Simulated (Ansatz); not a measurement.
Cost and result for the atomization energy of C$_{2}$H$_{8}$N$_{2}$Sn, SMILES `C[N](C)[Sn][NH2]` (13 atoms, 12 bonds).

```xyz
13

C    -0.556   -0.469   -0.925
N    -0.182   -0.203    0.435
C    -1.073   -0.821    1.381
Sn    1.363    0.931    1.117
N     2.013    1.573   -0.688
H    -1.522   -0.012   -1.187
H    -0.654   -1.551   -1.105
H     0.193   -0.095   -1.624
H    -2.106   -0.455    1.276
H    -0.756   -0.613    2.408
H    -1.105   -1.914    1.258
H     1.569    1.450   -1.584
H     2.815    2.179   -0.764
```

Total charge 0; spin multiplicity 1. Correlated methods include outer-core shells of Sn, which these sets cover unevenly. Sn: def2 effective core potential. The geometry is a stationary point of PBE0-D4/def2-TZVP. It is one conformer, not always the lowest. Program: Ansatz. All runs use 4 threads of an Intel Xeon Platinum 8259CL on a shared host. Times are those of one run each, without the atoms' runs, and a repeat can differ threefold. Electronic energies, without spin–orbit coupling; frozen cores. CCSD(T)/CBS adds CCSD(T) − MP2 in def2-TZVPP to the MP2 limit, and its time is that of the two runs behind it. T1 = 0.016. With those shells the extrapolation isn't a true limit.

CCSD(T)/CBS is a level of theory with its own doubt, some kJ/mol a heavy atom from the limit and from the frozen cores, so smaller differences don't rank the functionals.

```
                           level  functions  wall time
          LDA (SPW92)/def2-TZVPP        286      2.1 s
              BLYP-D4/def2-TZVPP        286      3.2 s
              PBE0-D4/def2-TZVPP        286      4.2 s
         CAM-B3LYP-D4/def2-TZVPP        286      5.5 s
           r2SCANh-D4/def2-TZVPP        286        6 s
             PBE-QIDH/def2-TZVPP        286      8.5 s
               B2PLYP/def2-TZVPP        286        9 s
              ωB97X-V/def2-TZVPP        286       11 s
                CCSD(T)/def2-SVP        122       12 s
ωB97M-V/def2-TZVPP (with forces)        286       14 s
                  MP2/def2-QZVPP        550       35 s
              CCSD(T)/def2-TZVPP        286    5.4 min
               CCSD(T)/CBS(def2)          –      6 min
```

Question: What atomization energy does each give, and how far from CCSD(T)/CBS? (An estimate is asked.)

Answer: Computed: 
```json
{"level": "LDA (SPW92)/def2-TZVPP", "atomization (kJ/mol)": "5286.1", "difference from CCSD(T)/CBS": "686.9", "per bond": "57.2"}
{"level": "BLYP-D4/def2-TZVPP", "atomization (kJ/mol)": "4630.1", "difference from CCSD(T)/CBS": "30.9", "per bond": "2.6"}
{"level": "PBE0-D4/def2-TZVPP", "atomization (kJ/mol)": "4590.9", "difference from CCSD(T)/CBS": "-8.3", "per bond": "-0.7"}
{"level": "CAM-B3LYP-D4/def2-TZVPP", "atomization (kJ/mol)": "4621.5", "difference from CCSD(T)/CBS": "22.3", "per bond": "1.9"}
{"level": "r2SCANh-D4/def2-TZVPP", "atomization (kJ/mol)": "4537.3", "difference from CCSD(T)/CBS": "-61.9", "per bond": "-5.2"}
{"level": "PBE-QIDH/def2-TZVPP", "atomization (kJ/mol)": "4528.9", "difference from CCSD(T)/CBS": "-70.3", "per bond": "-5.9"}
{"level": "B2PLYP/def2-TZVPP", "atomization (kJ/mol)": "4543.7", "difference from CCSD(T)/CBS": "-55.5", "per bond": "-4.6"}
{"level": "ωB97X-V/def2-TZVPP", "atomization (kJ/mol)": "4604.7", "difference from CCSD(T)/CBS": "5.5", "per bond": "0.5"}
{"level": "CCSD(T)/def2-SVP", "atomization (kJ/mol)": "4282.2", "difference from CCSD(T)/CBS": "-317.0", "per bond": "-26.4"}
{"level": "ωB97M-V/def2-TZVPP (with forces)", "atomization (kJ/mol)": "4594.3", "difference from CCSD(T)/CBS": "-4.9", "per bond": "-0.4"}
{"level": "MP2/def2-QZVPP", "atomization (kJ/mol)": "4584.3", "difference from CCSD(T)/CBS": "-14.9", "per bond": "-1.2"}
{"level": "CCSD(T)/def2-TZVPP", "atomization (kJ/mol)": "4455.1", "difference from CCSD(T)/CBS": "-144.1", "per bond": "-12.0"}
{"level": "CCSD(T)/CBS(def2)", "atomization (kJ/mol)": "4599.2", "difference from CCSD(T)/CBS": "0.0", "per bond": "0.0"}
```

From PBE to PBE0 (25 % exact exchange), in def2-TZVPP and without D4, the atomization energy moves by −104.1 kJ/mol: exact exchange takes away binding that semilocal exchange gives to molecules. At CCSD(T), def2-SVP lies −317.0 kJ/mol from the extrapolated value and def2-TZVPP −144.1 kJ/mol: correlation converges slowly with the basis, and small sets miss more of it in the bonded molecule than in its fragments. The D4 term adds +48.4 kJ/mol with B3LYP and +25.4 kJ/mol with PBE0; it sums over pairs of atoms, weighted by their polarisabilities, and B3LYP, whose exchange is more repulsive, gets the larger term.

B3LYP here is the variant with VWN-RPA as its local correlation; programs differ in this.

Spin–orbit coupling would lower the free Sn atoms strongly, and the atomization energy with them, by more than many differences here. For some Ge, Se and Sn compounds the MP2-based and the directly extrapolated limit differ by 10 to 25 kJ/mol.
